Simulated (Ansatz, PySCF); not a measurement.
Species: CH$_{4}$NO, charge 1, multiplicity 1. It need not be the lowest isomer of its formula. 
Geometry from a B3LYP-D3(BJ)/def2-TZVP (Ansatz, a first-principles code) optimisation:
SMILES: NC=[OH+]
```xyz
7

N     -1.0990     0.2421     0.0493
C      0.1829     0.3869    -0.0655
O      1.0650    -0.5432    -0.0064
H     -1.5501    -0.6536     0.2031
H     -1.7032     1.0534    -0.0146
H      0.5909     1.3796    -0.2292
H      0.7372    -1.4496     0.1397
```
Charge +1, spin multiplicity 1.

Total electronic energies in hartree. Correlated levels leave the core frozen unless marked. Spin-orbit coupling is left out. Non-relativistic. CBS(X,Y): correlation extrapolated as X^-3; Hartree-Fock from the larger set. The bracket is a focal-point correction in the basis named.

```
level                                                                 program  energy (Eh)
-------------------------------------------------------------  --------------  -----------
HF/6-31G                                                               Ansatz   -169.18229
HF/cc-pwCVTZ                                                           Ansatz   -169.33896
B3LYP-D3(BJ)/def2-TZVPD                                        Ansatz + dftd3   (withheld)
PBE0/def2-SVP                                                          Ansatz   (withheld)
PW6B95-D3(BJ)/def2-TZVPD                                        PySCF + dftd3   (withheld)
MN15-D3(BJ)/def2-TZVPD                                          PySCF + dftd3   -170.10419
B2GP-PLYP-D4/def2-TZVPD                                        Ansatz + dftd4   -170.13216
MP2/aug-cc-pVDZ                                                        Ansatz   -169.79231
RI-MP2/CBS(aug-cc-pVTZ,aug-cc-pVQZ)+[CCSD(T)-MP2]/aug-cc-pVTZ          Ansatz    -170.0572
```

Problem. Complete the blanks.

Solution. 
- B3LYP-D3(BJ)/def2-TZVPD, energy (Eh): -170.30187
- PBE0/def2-SVP, energy (Eh): -169.90911
- PW6B95-D3(BJ)/def2-TZVPD, energy (Eh): -170.49164
